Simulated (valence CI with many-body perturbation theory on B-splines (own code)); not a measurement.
Forbidden lines of Os70+

Method: valence CI with perturbative core correlation (CI+MBPT): four valence electrons over a frozen Dirac-Fock core [He], a basis of 11 s, 11 p, 10 d, 8 f, 5 g, 2 h functions for each j, with the one-electron correlation potential Σ1, the two-electron term Σ2, the three-electron term Σ3, Breit, model QED; selected CI, second order for the rest, scaled by the run's own slope (own B-spline code, finite nucleus).

The last digits are not significant, and no measured levels were compared; by estimate large intervals hold to a few tenths of a per cent, small ones and those within an open d or f shell to about a per cent. Among the levels kept, up to 1300 cm⁻¹ of a level comes from second order outside the variational space, and about a tenth of that is noise between levels of different J, which matters for small intervals.

Lines 1 to 50 of 88 in falling wavelength, among levels below 125390 × 10³ cm⁻¹, chosen from the decays that carry over 1 % of a level's rate. Wavelengths and rates use the calculated energies. Electric multipoles are in the length gauge with retardation, E1 and E2 with the static RPA response of the core. M1 uses the relativistic operator with retardation. Weak lines are less certain than strong ones. Lines between different terms over intervals too small for the method are left out, as are lines whose strength nearly cancels. The highest levels of a list are the least certain.

Levels are named by their leading jj configuration (3d3/2^4 stands for four electrons in 3d with j = 3/2), which in mixed levels can hold well under half, so a name can repeat and another be missing. Letters in brackets count levels of one name in rising energy.

| λ vac (Å) | Upper | Lower | Type | A (s⁻¹) | Branch % |
| --- | --- | --- | --- | --- | --- |
| 7.758 | (2s^2 2p1/2 2p3/2) J=1 | (2s^2 2p1/2^2) J=0 | M1 | 2.49e+10 | 100.0 |
| 7.671 | (2s^2 2p1/2 2p3/2) J=2 | (2s^2 2p1/2^2) J=0 | E2 | 1.47e+08 | 100.0 |
| 7.634 | (2s^2 2p3/2^2) J=2 | (2s^2 2p1/2 2p3/2) J=2 | M1 | 1.94e+10 | 18.7 |
| 7.625 | (2s^2 2p3/2 3d5/2) J=4 | (2s^2 2p1/2 3d5/2) J=3 | M1 | 1.86e+10 | 3.8 |
| 7.550 | (2s^2 2p3/2^2) J=2 | (2s^2 2p1/2 2p3/2) J=1 | M1 | 1.93e+10 | 18.6 |
| 7.260 | (2s^2 2p3/2^2) J=0 | (2s^2 2p1/2 2p3/2) J=1 | M1 | 4.24e+10 | 36.8 |
| 1.309 | (2s 2p1/2^2 3p1/2) J=0 | (2s 2p1/2^2 2p3/2) J=1 | M1 | 7.43e+10 | 1.1 |
| 1.299 | (2s^2 2p3/2 3p1/2) J=2 | (2s^2 2p3/2^2) J=0 | E2 | 6.56e+11 | 8.2 |
| 1.297 | (2s^2 2p1/2 3p1/2) J=1 | (2s^2 2p1/2 2p3/2) J=2 | E2 | 1.73e+12 | 42.3 |
| 1.297 | (2s^2 2p1/2 3p1/2) J=1 | (2s^2 2p1/2 2p3/2) J=2 | M1 | 6.31e+10 | 1.5 |
| 1.296 | (2s 2p1/2^2 3p1/2) J=0 | (2s 2p1/2^2 2p3/2) J=2 | E2 | 3.43e+12 | 51.9 |
| 1.294 | (2s^2 2p1/2 3p1/2) J=1 | (2s^2 2p1/2 2p3/2) J=1 | E2 | 1.73e+12 | 42.2 |
| 1.291 | (2s^2 2p3/2 3p1/2) J=1 | (2s^2 2p3/2^2) J=2 | E2 | 1.75e+12 | 18.9 |
| 1.290 | (2s^2 2p3/2 3p1/2) J=2 | (2s^2 2p3/2^2) J=2 | E2 | 2.41e+12 | 30.3 |
| 1.290 | (2s^2 2p1/2 3p1/2) J=0 | (2s^2 2p1/2 2p3/2) J=2 | E2 | 3.41e+12 | 45.0 |
| 1.285 | (2s 2p3/2^2 3p1/2) J=0 | (2s 2p3/2^3) J=2 | E2 | 1.83e+12 | 12.2 |
| 1.254 | (2s^2 2p3/2 3d5/2) J=4 | (2s 2p1/2 2p3/2^2) J=2 [b] | E2 | 9.10e+09 | 1.9 |
| 1.249 | (2s 2p1/2 2p3/2 3p3/2) J=4 | (2s 2p1/2 2p3/2^2) J=2 [b] | E2 | 1.23e+11 | 2.5 |
| 1.242 | (2s^2 2p3/2 3d5/2) J=4 | (2s 2p1/2 2p3/2^2) J=3 | E2 | 6.56e+10 | 13.5 |
| 1.241 | (2s 2p3/2^2 3p3/2) J=4 | (2s 2p3/2^3) J=2 | E2 | 6.30e+11 | 7.8 |
| 1.237 | (2s 2p3/2^2 3p3/2) J=2 [b] | (2s 2p3/2^3) J=1 | E2 | 8.57e+11 | 1.0 |
| 1.236 | (2s 2p1/2 2p3/2 3p3/2) J=4 | (2s 2p1/2 2p3/2^2) J=3 | E2 | 1.03e+12 | 21.2 |
| 1.236 | (2s 2p1/2 2p3/2 3p3/2) J=0 [b] | (2s 2p1/2 2p3/2^2) J=2 [b] | E2 | 1.91e+12 | 7.0 |
| 1.236 | (2s 2p1/2 2p3/2 3p3/2) J=3 [a] | (2s 2p1/2 2p3/2^2) J=2 [a] | E2 | 1.07e+12 | 1.4 |
| 1.236 | (2s^2 2p3/2 3p3/2) J=2 | (2s^2 2p3/2^2) J=0 | E2 | 6.98e+11 | 5.1 |
| 1.235 | (2s 2p1/2 2p3/2 3p3/2) J=1 [d] | (2s 2p1/2 2p3/2^2) J=2 [b] | E2 | 1.09e+12 | 2.1 |
| 1.234 | (2s 2p1/2 2p3/2 3p3/2) J=1 [d] | (2s 2p1/2 2p3/2^2) J=1 [a] | E2 | 9.56e+11 | 1.8 |
| 1.233 | (2s 2p1/2^2 3p3/2) J=2 | (2s 2p1/2^2 2p3/2) J=2 | E2 | 1.18e+12 | 2.5 |
| 1.233 | (2s^2 2p1/2 3p3/2) J=2 | (2s^2 2p1/2 2p3/2) J=2 | E2 | 1.19e+12 | 18.6 |
| 1.233 | (2s^2 2p1/2 3p3/2) J=1 | (2s^2 2p1/2 2p3/2) J=2 | E2 | 8.63e+11 | 16.6 |
| 1.232 | (2s^2 2p3/2 3p3/2) J=3 | (2s^2 2p3/2^2) J=2 | E2 | 1.36e+12 | 11.3 |
| 1.232 | (2s^2 2p3/2 3p3/2) J=1 | (2s^2 2p3/2^2) J=2 | E2 | 1.37e+12 | 9.0 |
| 1.231 | (2s 2p1/2 2p3/2 3p3/2) J=4 | (2s 2p1/2 2p3/2^2) J=2 [a] | E2 | 6.65e+10 | 1.4 |
| 1.230 | (2s^2 2p1/2 3p3/2) J=2 | (2s^2 2p1/2 2p3/2) J=1 | E2 | 5.21e+11 | 8.1 |
| 1.230 | (2s^2 2p1/2 3p3/2) J=1 | (2s^2 2p1/2 2p3/2) J=1 | E2 | 8.61e+11 | 16.5 |
| 1.227 | (2s 2p3/2^2 3p3/2) J=0 | (2s 2p3/2^3) J=2 | E2 | 7.07e+11 | 2.3 |
| 1.224 | (2s^2 2p3/2 3p3/2) J=0 | (2s^2 2p3/2^2) J=2 | E2 | 3.51e+12 | 21.3 |
| 1.223 | (2s 2p1/2 2p3/2 3p3/2) J=1 [d] | (2s 2p1/2 2p3/2^2) J=3 | E2 | 6.18e+11 | 1.2 |
| 1.219 | (2s 2p1/2 2p3/2 3p3/2) J=0 [b] | (2s 2p1/2 2p3/2^2) J=2 [a] | E2 | 4.70e+11 | 1.7 |
| 1.216 | (2s 2p3/2^2 3d5/2) J=4 [a] | (2s 2p3/2^3) J=2 | M2 | 1.58e+11 | 1.6 |
| 1.212 | (2s 2p1/2 2p3/2 3d5/2) J=5 | (2s 2p1/2 2p3/2^2) J=3 | M2 | 9.88e+10 | 52.0 |
| 1.212 | (2s 2p1/2 2p3/2 3d5/2) J=5 | (2s 2p1/2 2p3/2^2) J=3 | E3 | 5.54e+09 | 2.9 |
| 1.207 | (2s^2 2p3/2 3d5/2) J=4 | (2s^2 2p3/2^2) J=2 | M2 | 9.19e+10 | 18.9 |
| 1.207 | (2s^2 2p3/2 3d5/2) J=4 | (2s^2 2p3/2^2) J=2 | E3 | 6.84e+09 | 1.4 |
| 1.065 | (2s 2p1/2 2p3/2 3p3/2) J=4 | (2s 2p1/2^2 2p3/2) J=2 | E2 | 1.89e+12 | 38.9 |
| 1.064 | (2s 2p3/2^2 3p3/2) J=4 | (2s 2p1/2 2p3/2^2) J=3 | E2 | 7.87e+11 | 9.7 |
| 1.063 | (2s 2p1/2 2p3/2 3p3/2) J=1 [d] | (2s 2p1/2^2 2p3/2) J=1 | E2 | 1.03e+12 | 2.0 |
| 1.063 | (2s 2p3/2^2 3p3/2) J=0 | (2s 2p1/2 2p3/2^2) J=2 [b] | E2 | 2.13e+12 | 7.0 |
| 1.062 | (2s^2 2p1/2 3p3/2) J=2 | (2s^2 2p1/2^2) J=0 | E2 | 1.71e+12 | 26.7 |
| 1.061 | (2s 2p3/2^2 3p3/2) J=2 [c] | (2s 2p1/2 2p3/2^2) J=1 [b] | E2 | 5.98e+11 | 1.1 |
